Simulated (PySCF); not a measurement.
CH2BF3, SMILES BC(F)(F)F. Coordinates come from a B3LYP-D3(BJ)/def2-SVP optimisation.

Method: B3LYP-D3(BJ)/def2-SVP (PySCF 2.14.0).

Harmonic wavenumbers (cm⁻¹): 143, 227, 322, 507, 523, 577, 811, 834, 1011, 1110, 1184, 1199, 1355, 2625, 2739. Rotational constants (GHz): 5.638, 5.268, 5.078; symmetry number 1.

Problem. Work out the zero-point energy and the ideal-gas rigid-rotor harmonic-oscillator thermochemistry at 298.15 K and 1 atm.

Solution. ZPE = ½ Σ hcν = ½ × 15167 cm⁻¹ = 90.72 kJ/mol. H − E(el) = 106.97 kJ/mol. Entropy in J/(mol K): translation 163.68, rotation 105.31, vibration 34.86, total 303.85. G − E(el) = 16.38 kJ/mol. Cp = 80.41 J/(mol K). Modes under 150 cm⁻¹ make the vibrational entropy uncertain.
